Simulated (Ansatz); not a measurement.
Ideal-gas functions of FHMoOS$_{2}$, SMILES `[OH][Mo]([F])(=[S])=[S]` at 298.15 K and 1 bar, from an Ansatz frequency run at PBE0-D4/def2-TZVP.

Molar mass 196.08 g/mol, point group C1 (symmetry number 1), electronic degeneracy 1, moments of inertia 211.755, 271.06, 312.566 u Å². Harmonic wavenumbers (cm⁻¹, unscaled): 189, 194, 201, 206, 230, 354, 581, 594, 670, 703, 751, 3862.

Use S(trans) = R[1.5 ln M + 2.5 ln T − 1.1517]; rotational temperatures θ = 24.2544 K / I; S(rot) = R[ln(√π/σ · √(T³/θAθBθC)) + 1.5]; for each mode x = 1.438777 ν̃/T, S = R[x/(eˣ − 1) − ln(1 − e⁻ˣ)] and H = RT x/(eˣ − 1); 1 cm⁻¹ = 0.0119627 kJ/mol; R = 8.31446 J/(mol·K).

Task: By hand: the entropy, in J/(mol·K).

Result: Translation 174.7. Rotation: θ = 0.1145, 0.0895, 0.0776 K, giving 118.0. Vibration, mode by mode: 9.36, 9.16, 8.89, 8.70, 7.86, 4.80, 2.02, 1.93, 1.44, 1.27, 1.05, 0.00, in all 56.5. Electronic 0.0. Sum 349.2 J/(mol·K).

Task: By hand: H − E and G − E in kJ/mol, counted from the electronic energy.

Result: Zero-point energy ½ × 8535 × 0.0119627 = 51.1; thermal vibration 10.0; translation, rotation and pV give 4 RT = 9.9. H − E = 71.0 kJ/mol, and G − E = 71.0 − 298.15 × 349.2/1000 = -33.1 kJ/mol.

Vibration gives 16 % of the entropy. The sum counts one conformer and one mirror image; others add a mixing term.
